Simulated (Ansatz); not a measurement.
`C[CH]([AlH2])CO` + H₂ → `CCCO` + `[AlH3]`  (hydrogenolysis of a C–Al bond)

Computed with Ansatz on PBE0-D4/def2-TZVP structures; ΔE is electronic, products minus reactants. CCSD(T)/CBS adds triple-zeta CCSD(T) − MP2 to the extrapolated MP2 energy (def2 sets, frozen cores). This one scheme is used for every species. DFT in def2-TZVPP. One conformer a species, not always the lowest.

| level | ΔE (eV) |
| --- | --- |
| PBE-D4 | -0.32 |
| r2SCAN-D4 | -0.35 |
| MP2/def2-TZVPP | -0.34 |
| SCS-MP2/def2-TZVPP | -0.42 |

**Question.** What does CCSD(T)/CBS give? (Estimate.)

**Answer.** Ansatz gave: -0.38 eV. The listed levels differ from it by 0.06, 0.03, 0.04, -0.04 eV.

Largest T1 diagnostic among the species: 0.010.

From PBE to PBE0 (25 % exact exchange), in def2-TZVPP and without D4, ΔE moves by −0.06 eV. In def2-TZVPP, CCSD(T) changes the Hartree–Fock value by +0.35 eV (the triples alone add +0.06 eV) and MP2 by +0.42 eV. The D4 term adds +0.12 eV with B3LYP and +0.06 eV with PBE0; it sums over pairs of atoms, weighted by their polarisabilities, and B3LYP, whose exchange is more repulsive, gets the larger term.

B3LYP here is the variant with VWN-RPA as its local correlation; programs differ in this.
